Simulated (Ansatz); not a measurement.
```xyz
11

O    -1.078    1.487    0.363
C     0.309    1.207    0.378
Si    0.695   -0.629    0.664
Sb   -0.507   -2.106   -1.074
H    -1.495    0.912   -0.286
H     0.807    1.550   -0.540
H     0.735    1.787    1.202
H     0.245   -1.061    2.015
H     2.159   -0.877    0.543
H     0.063   -1.104   -2.339
H    -1.933   -1.167   -0.927
```

Charge 0, multiplicity 1. Sb takes the def2 core potential.

Problem. List the r2SCAN/def2-TZVPP orbital energies in eV (the Gaussian-basis code of Ansatz). (Estimate.)

Solution. Ansatz gave: Occupied: -1791.11, -515.92, -274.29, -153.76, -141.58, -105.51, -105.47, -105.37, -96.46, -96.42, -96.41, -33.74, -33.70, -33.63, -33.60, -33.55, -26.99, -17.81, -15.28, -13.36, -12.52, -11.10, -10.42, -9.21, -8.57, -8.17, -7.76, -6.68, -6.30. Lowest empty: -1.03, -0.86, -0.23, 0.16, 0.69, 1.48, 1.50, 2.44.
